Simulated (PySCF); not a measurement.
C$_{2}$HO$_{2}$, charge -1, singlet, geometry from GFN2-xTB (in this run its highest filled SCF level lies above zero, so its values depend strongly on the basis, on diffuse functions most of all); DF-PBE/aug-cc-pVDZ (PySCF).

Here is a job for PySCF.
```python
from pyscf import gto, scf, dft

mol = gto.Mole()
mol.atom = '''
    C     0.317138    0.547825   -0.195408
    C    -0.035997   -0.708691    0.061981
    O     0.812366    1.629497    0.083593
    O    -1.139686   -1.345816    0.023272
    H     0.931714   -1.304253   -0.054351
'''
mol.basis = 'aug-cc-pvdz'
mol.charge = -1
mol.spin = 0
mol.verbose = 5
mol.build()

mf = dft.RKS(mol)
mf.xc = 'pbe'
mf.grids.level = 2
mf = mf.density_fit(auxbasis='def2-universal-jkfit')
mf.kernel()
```

Problem. Write the output that PySCF gives for this input, abridged.

Solution. 
```
PySCF version 2.14.0

[INPUT] verbose = 5
[INPUT] max_memory = 4000
[INPUT] num. atoms = 5
[INPUT] num. electrons = 30
[INPUT] charge = -1
[INPUT] spin (= nelec alpha-beta = 2S) = 0
[INPUT] symmetry False subgroup None
[INPUT] Mole.unit = angstrom
[INPUT] Symbol           X                Y                Z      unit          X                Y                Z       unit  Magmom
[...]
[INPUT] ---------------- BASIS SET ----------------
[INPUT] l, kappa, [nprim/nctr], expnt,             c_1 c_2 ...
[INPUT] C
[...]
                                1000              0.005329 -0.001154
                                228               0.027077 -0.005725
                                64.71             0.101718 -0.023312
                                21.06             0.27474 -0.063955
                                7.495             0.448564 -0.149981
                                2.797             0.285074 -0.127262
                                0.5215            0.015204 0.544529
[...]
                                2.002             0.20948
                                0.5456            0.508557
[...]
[INPUT] O
[...]
                                1759              0.00547 -0.001263
                                400.8             0.027837 -0.006267
                                113.7             0.1048 -0.025716
                                37.03             0.283062 -0.070924
                                13.27             0.448719 -0.165411
                                5.025             0.270952 -0.116955
                                1.013             0.015458 0.557368
[...]
                                3.854             0.228913
                                1.046             0.508728
[...]
[INPUT] H
[...]
                                1.962             0.137977
                                0.4446            0.478148
[...]
nuclear repulsion = 93.2289710330419
number of shells = 37
number of NR pGTOs = 151
number of NR cGTOs = 101
basis = aug-cc-pvdz
ecp = {}

******** <class 'pyscf.df.df_jk.DFRKS'> ********
method = DFRKS
initial guess = minao
damping factor = 0
level_shift factor = 0
DIIS = <class 'pyscf.scf.diis.CDIIS'>
diis_start_cycle = 1
diis_space = 8
diis_damp = 0
SCF conv_tol = 1e-09
SCF conv_tol_grad = None
SCF max_cycles = 50
direct_scf = False
XC library pyscf.dft.libxc version 7.1.2
    S. Lehtola, C. Steigemann, M. J. T. Oliveira, and M. A. L. Marques,  SoftwareX 7, 1–5 (2018)
XC functionals = pbe
    J. P. Perdew, K. Burke, and M. Ernzerhof,  Phys. Rev. Lett. 77, 3865 (1996)
    J. P. Perdew, K. Burke, and M. Ernzerhof,  Phys. Rev. Lett. 78, 1396 (1997)
    J. P. Perdew, K. Burke, and M. Ernzerhof,  Phys. Rev. Lett. 77, 3865 (1996)
    J. P. Perdew, K. Burke, and M. Ernzerhof,  Phys. Rev. Lett. 78, 1396 (1997)
radial grids:
    Treutler-Ahlrichs [JCP 102, 346 (1995); DOI:10.1063/1.469408] (M4) radial grids

becke partition: Becke, JCP 88, 2547 (1988); DOI:10.1063/1.454033
pruning grids: <function nwchem_prune>
grids dens level: 2
symmetrized grids: False
atomic radii adjust function: <function treutler_atomic_radii_adjust>
small_rho_cutoff = 0
Set gradient conv threshold to 3.16228e-05
Initial guess from minao.
atom C rad-grids = 60, ang-grids = [ 50  50  50  50  50  50  50  50  50  50  50  50  50  50  50  50  50  50
  86  86  86  86  86  86  86  86 266 266 266 266 266 302 302 302 302 302
 302 302 302 302 302 302 302 302 302 302 302 266 266 266 266 266 266 266
 266 266 266 266 266 266]
atom O rad-grids = 60, ang-grids = [ 50  50  50  50  50  50  50  50  50  50  50  50  50  50  50  50  50  50
  86  86  86  86  86  86  86  86 266 266 266 266 266 302 302 302 302 302
 302 302 302 302 302 302 302 302 302 302 302 266 266 266 266 266 266 266
 266 266 266 266 266 266]
atom H rad-grids = 40, ang-grids = [ 50  50  50  50  50  50  50  50  50  50  50  50  86  86  86 170 170 170
 170 194 194 194 194 194 194 194 194 194 194 194 170 170 170 170 170 170
 170 170 170 170]
tot_boxes 1512, boxes in each direction [10 12  7]
Padding 4 grids
tot grids = 50208
nelec by numeric integration = 28.996406548909935
num shells = 106, num cGTOs = 322
E1 = -492.90514024314683  E2 = 172.20186226674855  Ecoul = 200.05397642514816  Exc = -27.852114158399623
init E= -227.474306943356
cond(S) = 70801.98573987582
[...]
  mo_energy =
[-1.89593638e+01 -1.89491873e+01 -9.99707811e+00 -9.98805433e+00
 -1.07203263e+00 -1.04569218e+00 -7.35786521e-01 -5.55083264e-01
 -5.21163620e-01 -5.00178433e-01 -4.54955473e-01 -4.31005987e-01
 -4.17567776e-01 -3.33829328e-01 -2.30569838e-01 -1.29185592e-01
 -5.58926445e-02 -5.28107630e-03  1.66643976e-02  2.13971052e-02
  3.70857907e-02  6.77768734e-02  7.01921122e-02  7.48033889e-02
  9.36037925e-02  1.09951244e-01  1.33174221e-01  1.40663389e-01
  1.59022402e-01  1.75062973e-01  1.82149459e-01  1.90573007e-01
  2.03606803e-01  2.25276422e-01  2.48776457e-01  2.53537332e-01
  2.81805084e-01  2.92895725e-01  3.31828137e-01  3.38784667e-01
  3.66760750e-01  4.05235319e-01  4.31733413e-01  4.54844537e-01
  4.63458222e-01  4.81177558e-01  4.95128830e-01  5.23257903e-01
  5.65569065e-01  6.00857588e-01  6.22892406e-01  6.25677690e-01
  6.92739484e-01  7.04600096e-01  7.47101484e-01  7.85666097e-01
  8.05215075e-01  8.76590956e-01  8.86269916e-01  8.95250931e-01
  9.15800909e-01  9.43506514e-01  9.70271730e-01  1.01441658e+00
  1.02256413e+00  1.08100542e+00  1.11762494e+00  1.16798745e+00
  1.25248397e+00  1.25722468e+00  1.29066040e+00  1.30457763e+00
  1.34175765e+00  1.35381425e+00  1.42558504e+00  1.45881292e+00
  1.53178281e+00  1.55819543e+00  1.68146173e+00  1.73051251e+00
  1.82459931e+00  1.88406348e+00  1.96112724e+00  2.03604589e+00
  2.08429269e+00  2.17671402e+00  2.33945017e+00  2.38874805e+00
  2.46458904e+00  2.70121710e+00  2.79393040e+00  3.08876456e+00
  3.09657372e+00  3.11780678e+00  3.13664666e+00  3.16805381e+00
  3.21073854e+00  3.26327280e+00  3.28838649e+00  3.42168525e+00
  3.51607063e+00]
[...]
  3.81014538e+00]
nelec by numeric integration = 30.00000449738903
E1 = -501.28359392255527  E2 = 181.03672357533924  Ecoul = 209.31929936692754  Exc = -28.282575791588307
cycle= 11 E= -227.017899314174  delta_E= -3.33e-07  |g|= 0.000104  |ddm|= 0.00364
[...]
  mo_energy =
[-1.86025722e+01 -1.85108401e+01 -9.76605267e+00 -9.73909257e+00
 -7.76085785e-01 -6.88793943e-01 -4.53694859e-01 -2.55553305e-01
 -2.21221297e-01 -1.73166008e-01 -1.65880231e-01 -1.35510060e-01
 -8.53207224e-02  1.03582106e-02  6.48075674e-02  1.04483581e-01
  1.29230889e-01  1.45590656e-01  1.74245369e-01  1.77305617e-01
  1.97675883e-01  2.02857043e-01  2.10999343e-01  2.17041523e-01
  2.57561392e-01  2.88290388e-01  3.01347686e-01  3.17069406e-01
  3.23532236e-01  3.31389615e-01  3.45672450e-01  3.73134809e-01
  3.87722712e-01  4.11321238e-01  4.39334770e-01  4.43288855e-01
  4.68413818e-01  4.89281229e-01  5.33626135e-01  5.44274473e-01
  5.76453536e-01  6.27587234e-01  6.37159446e-01  6.67599995e-01
  6.78183642e-01  6.90510204e-01  6.94382715e-01  7.44764020e-01
  7.79974151e-01  8.21502677e-01  8.43908124e-01  8.55203672e-01
  9.24046130e-01  9.27448741e-01  9.70835264e-01  1.01190688e+00
  1.02519904e+00  1.12127701e+00  1.13366839e+00  1.14999026e+00
  1.18464713e+00  1.18987822e+00  1.22087720e+00  1.26034922e+00
  1.27274420e+00  1.35619335e+00  1.36506806e+00  1.41350387e+00
  1.49631422e+00  1.50590014e+00  1.53915575e+00  1.56203544e+00
  1.59058528e+00  1.61834142e+00  1.68159597e+00  1.71009909e+00
  1.80465809e+00  1.82022149e+00  1.92984134e+00  1.98487174e+00
  2.06927217e+00  2.12992081e+00  2.20483678e+00  2.28327632e+00
  2.33895202e+00  2.42897299e+00  2.61457661e+00  2.64736800e+00
  2.72484634e+00  2.97255209e+00  3.08855513e+00  3.39031389e+00
  3.39369799e+00  3.48092385e+00  3.49144434e+00  3.50549804e+00
  3.54233492e+00  3.57234348e+00  3.64101752e+00  3.77469678e+00
  3.81014892e+00]
nelec by numeric integration = 30.000004496631878
E1 = -501.2838367104765  E2 = 181.03696636031162  Ecoul = 209.31956404142537  Exc = -28.282597681113728
cycle= 12 E= -227.017899317123  delta_E= -2.95e-09  |g|= 1.38e-05  |ddm|= 0.000361
[...]
  mo_energy =
[-1.86025722e+01 -1.85108392e+01 -9.76605394e+00 -9.73909372e+00
 -7.76086081e-01 -6.88793427e-01 -4.53695424e-01 -2.55553978e-01
 -2.21221836e-01 -1.73165633e-01 -1.65880492e-01 -1.35509838e-01
 -8.53203533e-02  1.03587566e-02  6.48076589e-02  1.04483577e-01
  1.29230829e-01  1.45590733e-01  1.74245352e-01  1.77305779e-01
  1.97675757e-01  2.02857222e-01  2.10999433e-01  2.17041363e-01
  2.57560989e-01  2.88290194e-01  3.01347757e-01  3.17069666e-01
  3.23532441e-01  3.31389862e-01  3.45672515e-01  3.73134671e-01
  3.87723045e-01  4.11321402e-01  4.39334716e-01  4.43288470e-01
  4.68413284e-01  4.89281017e-01  5.33625739e-01  5.44274082e-01
  5.76453187e-01  6.27587232e-01  6.37158912e-01  6.67599639e-01
  6.78183517e-01  6.90509802e-01  6.94382295e-01  7.44763655e-01
  7.79974107e-01  8.21502183e-01  8.43908118e-01  8.55203136e-01
  9.24046027e-01  9.27448408e-01  9.70835130e-01  1.01190672e+00
  1.02519896e+00  1.12127700e+00  1.13366858e+00  1.14999050e+00
  1.18464753e+00  1.18987865e+00  1.22087744e+00  1.26034934e+00
  1.27274448e+00  1.35619393e+00  1.36506825e+00  1.41350371e+00
  1.49631364e+00  1.50589960e+00  1.53915532e+00  1.56203524e+00
  1.59058492e+00  1.61834122e+00  1.68159561e+00  1.71009886e+00
  1.80465736e+00  1.82022156e+00  1.92984053e+00  1.98487097e+00
  2.06927133e+00  2.12991968e+00  2.20483631e+00  2.28327566e+00
  2.33895135e+00  2.42897203e+00  2.61457614e+00  2.64736728e+00
  2.72484586e+00  2.97255189e+00  3.08855525e+00  3.39031396e+00
  3.39369807e+00  3.48092496e+00  3.49144485e+00  3.50549906e+00
  3.54233565e+00  3.57234371e+00  3.64101843e+00  3.77469775e+00
  3.81014891e+00]
nelec by numeric integration = 30.00000449662371
E1 = -501.28381115970774  E2 = 181.0369408094964  Ecoul = 209.31953505664362  Exc = -28.28259424714721
cycle= 13 E= -227.017899317169  delta_E= -4.64e-11  |g|= 3.59e-06  |ddm|= 2.82e-05
[...]
  mo_energy =
[-1.86025739e+01 -1.85108387e+01 -9.76605254e+00 -9.73909263e+00
 -7.76086654e-01 -6.88792901e-01 -4.53694604e-01 -2.55553803e-01
 -2.21221626e-01 -1.73165551e-01 -1.65880447e-01 -1.35509846e-01
 -8.53201528e-02  1.03592285e-02  6.48079673e-02  1.04483825e-01
  1.29231063e-01  1.45590854e-01  1.74245479e-01  1.77305937e-01
  1.97675975e-01  2.02857346e-01  2.10999553e-01  2.17041658e-01
  2.57561414e-01  2.88290391e-01  3.01347934e-01  3.17069684e-01
  3.23532476e-01  3.31389869e-01  3.45672656e-01  3.73134957e-01
  3.87723113e-01  4.11321482e-01  4.39334970e-01  4.43288822e-01
  4.68413598e-01  4.89281268e-01  5.33626042e-01  5.44274382e-01
  5.76453524e-01  6.27587536e-01  6.37159358e-01  6.67600009e-01
  6.78183850e-01  6.90510213e-01  6.94382694e-01  7.44763934e-01
  7.79974295e-01  8.21502655e-01  8.43908496e-01  8.55203513e-01
  9.24046256e-01  9.27448812e-01  9.70835389e-01  1.01190708e+00
  1.02519908e+00  1.12127694e+00  1.13366839e+00  1.14999057e+00
  1.18464760e+00  1.18987879e+00  1.22087753e+00  1.26034949e+00
  1.27274469e+00  1.35619420e+00  1.36506831e+00  1.41350405e+00
  1.49631417e+00  1.50589999e+00  1.53915590e+00  1.56203540e+00
  1.59058517e+00  1.61834144e+00  1.68159594e+00  1.71009932e+00
  1.80465796e+00  1.82022193e+00  1.92984113e+00  1.98487163e+00
  2.06927195e+00  2.12992042e+00  2.20483663e+00  2.28327627e+00
  2.33895190e+00  2.42897272e+00  2.61457670e+00  2.64736784e+00
  2.72484620e+00  2.97255176e+00  3.08855563e+00  3.39031321e+00
  3.39369730e+00  3.48092523e+00  3.49144455e+00  3.50549927e+00
  3.54233574e+00  3.57234338e+00  3.64101877e+00  3.77469808e+00
  3.81014844e+00]
nelec by numeric integration = 30.000004496648767
E1 = -501.28381644903874  E2 = 181.03694609884215  Ecoul = 209.31954215156193  Exc = -28.28259605271979
Extra cycle  E= -227.017899317155  delta_E= 1.48e-11  |g|= 9.05e-06  |ddm|= 1.97e-05
converged SCF energy = -227.017899317155
```
